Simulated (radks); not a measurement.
Charge is removed step by step from the 4s1/2 level of Sn+, starting from [Kr] 4d10 5s2 5p1. Method: Dirac Kohn-Sham, PBEsol, spin-unpolarised, spherical densities, point nucleus; open shells fill j = l - 1/2 first; computed with a radial shooting solver on a logarithmic mesh with Libxc functionals.

[
 {"removed (e)": "0", "E - E(0) (eV)": "0.000", "eigenvalue (eV)": "-141.49", "E minus straight line (eV)": "0.000"},
 {"removed (e)": "0.125", "E - E(0) (eV)": "17.826", "eigenvalue (eV)": "-143.74", "E minus straight line (eV)": "-1.017"},
 {"removed (e)": "0.25", "E - E(0) (eV)": "35.936", "eigenvalue (eV)": "-146.02", "E minus straight line (eV)": "-1.750"},
 {"removed (e)": "0.375", "E - E(0) (eV)": "54.333", "eigenvalue (eV)": "-148.33", "E minus straight line (eV)": "-2.196"},
 {"removed (e)": "0.5", "E - E(0) (eV)": "73.020", "eigenvalue (eV)": "-150.67", "E minus straight line (eV)": "-2.351"},
 {"removed (e)": "0.625", "E - E(0) (eV)": "92.002", "eigenvalue (eV)": "-153.04", "E minus straight line (eV)": "-2.212"},
 {"removed (e)": "0.75", "E - E(0) (eV)": "111.28", "eigenvalue (eV)": "-155.43", "E minus straight line (eV)": "-1.776"},
 {"removed (e)": "0.875", "E - E(0) (eV)": "130.86", "eigenvalue (eV)": "-157.84", "E minus straight line (eV)": "-1.040"},
 {"removed (e)": "1", "E - E(0) (eV)": "150.74", "eigenvalue (eV)": "-160.28", "E minus straight line (eV)": "0.000"}
]

Removing the whole electron costs 150.74 eV by Delta-SCF, against 141.49 eV from minus the eigenvalue at the starting occupation. Slater's transition state (half an electron removed) gives 150.67 eV. Integrating minus the eigenvalue over the occupation (Janak's theorem) gives 150.74 eV. The mean slope of the eigenvalue, de/dn, is 18.8 eV per electron.
